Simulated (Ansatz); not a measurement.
A nudged elastic band was laid between two geometries of CH5BF2Si (10 atoms, charge 0, multiplicity 1).

Level of theory: RKS r2SCAN-D4/def2-SVP in Ansatz 0.2.0.

```yaml
movable_images: 5
climbing_image: yes
spring: 5.0 eV/Å²
optimiser: quadratic models (default)
start_path: IDPP
force_threshold: 0.05 eV/Å
iteration_limit: 60
end_points: relaxed
```

Image 0:

```xyz
10
Properties=species:S:1:pos:R:3
F 1.496 -1.611 -1.107
B 0.251 -1.353 -0.724
F -0.465 -2.397 -0.321
C -0.317 0.088 -0.701
Si 0.025 0.936 0.959
H -1.410 0.085 -0.843
H 0.150 0.710 -1.482
H -0.600 0.156 2.069
H -0.543 2.317 0.956
H 1.496 1.016 1.198
```

Image 6:

```xyz
10
Properties=species:S:1:pos:R:3
F 1.495 -0.393 -1.907
B 0.643 -0.948 -1.053
F 0.918 -2.192 -0.679
C -0.574 -0.172 -0.489
Si -0.110 0.792 1.075
H -1.391 -0.860 -0.215
H -0.947 0.564 -1.221
H -1.304 1.517 1.604
H 0.961 1.785 0.764
H 0.392 -0.144 2.123
```

Question: Which bonds break or form, and what moves?

Answer: No bond is made or broken. The dihedral B2–C4–Si5–H8 goes from -59 to -179°. The two ends are copies of one structure, up to a mirror image or an exchange of like atoms.

Question: What energy profile does the band end with?

Answer: The forces met the threshold. The highest image is number 3 of 0 to 6, 6.3 kJ/mol above the ends, which have the same energy within 2 meV. A vibrational analysis at the climbing image gives one clearly imaginary mode, 136i cm⁻¹: a first-order saddle point.

| image | path coordinate (Å) | energy (kJ/mol) | dihedral B2–C4–Si5–H8 (°) |
| --- | --- | --- | --- |
| 0 | 0.00 | 0.0 | -59 |
| 1 | 0.69 | 1.4 | -79 |
| 2 | 1.39 | 4.6 | -99 |
| 3 | 2.08 | 6.3 | -119 |
| 4 | 2.77 | 4.7 | -139 |
| 5 | 3.46 | 1.6 | -160 |
| 6 | 4.15 | 0.0 | -179 |

Question: What is the geometry of the highest image?

Answer: 
```xyz
10
Properties=species:S:1:pos:R:3
F 1.621 -0.847 -1.621
B 0.528 -1.123 -0.920
F 0.421 -2.368 -0.473
C -0.530 -0.040 -0.593
Si -0.062 0.844 1.031
H -1.528 -0.486 -0.461
H -0.578 0.720 -1.389
H -1.135 0.660 2.050
H 0.137 2.302 0.790
H 1.209 0.286 1.587
```

Question: What are the harmonic wavenumbers there?

Answer: 136i, 43, 118, 321, 470, 571, 582, 622, 754, 785, 829, 933, 944, 949, 1008, 1055, 1324, 1417, 1419, 2219, 2235, 2240, 3077, 3153 cm⁻¹.

The run took 90 s on 2 threads of Arm Neoverse V2 (shared host), peak memory 0.15 GiB.
